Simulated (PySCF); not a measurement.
# One molecule, several mistakes: AlCClGeH5

These are calculations, not measurements. The program is PySCF 2.14.0, an open-source quantum chemistry code, run on an isolated molecule that a program drew, which may never have been made. The molecule is AlCClGeH5 (charge 0, doublet), drawn as the SMILES string `[AlH][CH2][GeH2][Cl]`.

Each row is a Hartree-Fock (HF) and frozen-core CCSD(T) single point in the cc-pV(D+d)Z basis, meant for a local HF minimum. Run 1 is clean. Each other run has one planted mistake out of seven kinds, and not every kind appears here: one electron removed, one electron added, multiplicity raised by two, geometry at a saddle point, minimal basis STO-3G, one bond length entered in bohr, all coordinates scaled. The reference is restricted for singlets and unrestricted otherwise, and also for a bond in bohr. Adding or removing an electron swaps singlet and doublet. Electrons count all cores. HOMO and LUMO are orbital energies over both spins, the gradient is its largest component, and the lowest frequency (negative if imaginary) is given only where the gradient is small. Bond lengths are over the 8 bonds as drawn. T1 is the CCSD diagnostic: over 0.02 (restricted) or 0.045 (unrestricted) a single reference is doubtful. Germanium has the cc-pVDZ-PP basis, with a core potential (ECP10MDF) in place of its 10 inner electrons, and its 3s, 3p and 3d shells are frozen in CCSD(T).

Geometry of the clean run:
```xyz
9
AlCClGeH5, angstrom
Al    0.4355    0.8172    1.6834
C     2.2259    0.3283    0.9039
Ge    1.9966   -1.3999    0.0685
Cl   -0.2336   -1.6460    0.2267
H     0.1399    0.2572    3.1425
H     2.9897    0.2563    1.6850
H     2.5646    1.0450    0.1510
H     2.5494   -2.6039    0.8201
H     2.2630   -1.4952   -1.4288
```

| run | electrons | basis functions | <S^2> | HOMO (eV) | LUMO (eV) | gradient (hartree/bohr) | lowest frequency (cm^-1) | mean bond (Å) | longest bond (Å) | T1 | HF (hartree) | CCSD(T) (hartree) | mistake |
|---|---|---|---|---|---|---|---|---|---|---|---|---|---|
| 1 | 73 | 108 | 0.753 | -7.76 | 1.45 | 2.6e-05 | 48 | 1.6276 | 2.249 | 0.0118 | -1035.59612 | -1036.08933 | no fault |
| 2 | 73 | 108 | 0.752 | -7.61 | 1.63 | 2.6e-02 | - | 1.5707 | 2.171 | 0.0111 | -1035.58586 | -1036.07644 | all coordinates scaled |
| 3 | 74 | 108 | 0.000 | -0.07 | 6.55 | 5.0e-02 | - | 1.6276 | 2.249 | 0.0151 | -1035.56781 | -1036.09524 | one electron added |
| 4 | 73 | 108 | 1.022 | -7.57 | 0.78 | 4.3e-02 | - | 1.8515 | 3.804 | 0.0421 | -1035.51578 | -1035.99658 | one bond length entered in bohr |
| 5 | 72 | 108 | 0.000 | -16.09 | -6.20 | 5.0e-02 | - | 1.6276 | 2.249 | 0.0136 | -1035.33867 | -1035.83026 | ? |
| 6 | 73 | 108 | 3.770 | -4.63 | -2.40 | 9.0e-02 | - | 1.6276 | 2.249 | 0.0489 | -1035.40400 | -1035.89516 | ? |

**Which mistake was planted in run 5, and what did it cost?**

It counts 72 electrons, one fewer than the clean run, at the same geometry and basis. So the mistake is: one electron removed. Subtracting run 1 and multiplying by 627.51 kcal/mol a hartree, the energy moved by 161.6 kcal/mol in HF and 162.6 kcal/mol in CCSD(T).

**Which mistake was planted in run 6, and what did it cost?**

Electrons, basis and geometry are unchanged, and <S^2> is 3.770, beside S(S+1) = 3.75 for a multiplicity of 4. So the mistake is: multiplicity raised by two. Subtracting run 1 and multiplying by 627.51 kcal/mol a hartree, the energy moved by 120.6 kcal/mol in HF and 121.8 kcal/mol in CCSD(T).

Cautions from the logs. Run 6: T1 is over the limit, so its CCSD(T) energy is less reliable.
